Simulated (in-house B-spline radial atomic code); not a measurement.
A radial electron density 4πr²n(r) was computed for an atom or ion in its tabulated ground configuration with an all-electron radial atomic-structure program (B-spline basis); method: non-relativistic M06-L, spin-polarised, spherical fractional occupations. Columns: r (bohr), 4πr²n(r) (electrons per bohr), bar.

```
 0.00289     0.85 #
 0.00345    1.179 ##
 0.00412    1.629 ##
 0.00492    2.237 ###
 0.00588    3.052 ####
 0.00702     4.12 ######
 0.00839    5.514 ########
    0.01    7.255 ##########
   0.012    9.498 #############
  0.0143    12.09 #################
  0.0171    15.13 #####################
  0.0204     18.4 ##########################
  0.0244    21.77 ##############################
  0.0291    24.81 ###################################
  0.0347    27.18 ######################################
  0.0415    28.49 ########################################
  0.0496    28.39 ########################################
  0.0592    26.95 ######################################
  0.0707    24.71 ###################################
  0.0844    22.65 ################################
   0.101     21.9 ###############################
    0.12    23.16 ################################
   0.144    26.37 #####################################
   0.172    29.86 ##########################################
   0.205     31.5 ############################################
   0.245    29.59 #########################################
   0.293    24.01 ##################################
    0.35    16.99 ########################
   0.418    11.59 ################
   0.499    9.756 ##############
   0.596    10.94 ###############
   0.712    12.58 ##################
    0.85    12.36 #################
    1.02    9.706 ##############
    1.21     6.22 #########
    1.45    3.111 ####
    1.73    1.243 ##
    2.07   0.3529 
    2.47  0.08165 
    2.95  0.01691 
    3.52 0.002577
```

Which atom or ion is it?
A. Cr3+
B. Cr4+
C. Co5+
D. V4+

B. The area under the curve, ∫4πr²n dr = ∫r·4πr²n d(ln r) on this logarithmic grid, is 20 electrons, which only this option has. The configuration is [Ar] 3d2.
